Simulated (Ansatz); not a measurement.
Reaction (atomization): `F[C@H]1N[Si@@H]1[AlH2]` → Al• + C• + F• + 5 H• + N• + Si•

Calculated with Ansatz (gas phase, PBE0-D4/def2-TZVP geometries, no zero-point term in ΔE). CBS: MP2 limit from def2 TZ/QZ plus the TZ coupled-cluster correction, frozen cores. This one scheme is used for every species, atoms too. Functionals use def2-TZVPP. B3LYP here is the variant with VWN-RPA as its local correlation; programs differ in this. Open shells (•) are unrestricted, without spin–orbit coupling. Spin–orbit coupling would lower the free atoms: a little for Al, C, F, Si.

**Question.** What is ΔE at CCSD(T)/CBS? (Estimate.)

**Answer.** Computed: +3173.8 kJ/mol.

**Question.** What do these levels give: LDA (SPW92), ωB97X-V, PBE, revPBE, B3LYP, r2SCAN0, HF/def2-SVP, MP2/def2-SVP, HF/def2-TZVPP, HF/def2-QZVPP, SCS-MP2/def2-QZVPP, HF/CBS(def2)? (An estimate is asked.)

**Answer.** Ansatz gave: LDA (SPW92) 3697.0, ωB97X-V 3206.0, PBE 3236.0, revPBE 3110.7, B3LYP 3141.3, r2SCAN0 3111.5, HF/def2-SVP 2154.8, MP2/def2-SVP 2973.4, HF/def2-TZVPP 2157.2, HF/def2-QZVPP 2165.2, SCS-MP2/def2-QZVPP 3183.2, HF/CBS(def2) 2166.3 kJ/mol.

Largest T1 diagnostic among the species: 0.018.

At CCSD(T), def2-SVP lies −238.6 kJ/mol from the extrapolated value and def2-TZVPP −105.7 kJ/mol: correlation converges slowly with the basis, and small sets miss more of it in the bonded molecule than in its fragments. From BLYP to BHLYP (50 % exact exchange), in def2-TZVPP and without D4, ΔE moves by −107.4 kJ/mol: exact exchange takes away binding that semilocal exchange gives to molecules.

For atomizations the MP2-based limit and the directly extrapolated one differ by several kJ/mol either way, and by 10 to 25 for some Ge, Se and Sn compounds, so smaller differences from it don't rank the levels.
